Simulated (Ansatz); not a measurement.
Mulliken charges of Cl$_{2}$H$_{5}$NSi$_{2}$ (`[SiH3]N[SiH](Cl)Cl`) from r2SCAN/def2-TZVPP in Ansatz (PBE0-D4/def2-TZVP geometry).

```csv
atom,x (Å),y (Å),z (Å),charge (e)
Si1,-0.433,1.543,-0.208,0.368
N2,0.595,0.164,0.025,-0.387
Si3,0.145,-1.469,0.125,0.621
Cl4,1.449,-2.624,-0.947,-0.235
Cl5,0.188,-2.180,2.046,-0.238
H6,-0.446,2.422,0.990,-0.072
H7,-1.797,1.020,-0.461,-0.059
H8,0.029,2.350,-1.367,-0.070
H9,1.574,0.360,0.195,0.131
H10,-1.221,-1.635,-0.396,-0.058
```

Task: By hand: the dipole of these point charges (1 e Å = 4.8032 D).

Result: Σ q r = (-0.272, 0.471, -0.173) e Å, of length 0.571 e Å = 2.74 D.

Task: How does the dipole of the full density compare? (Estimate.)

Result: Computed: (0.031, 0.353, -0.073) e Å, 1.74 D; the point charges give 1.57 times that, at 34° from its direction.

Point charges leave out the atoms' own dipoles, such as those of lone pairs, and Mulliken's split depends on the basis, so the two needn't agree.
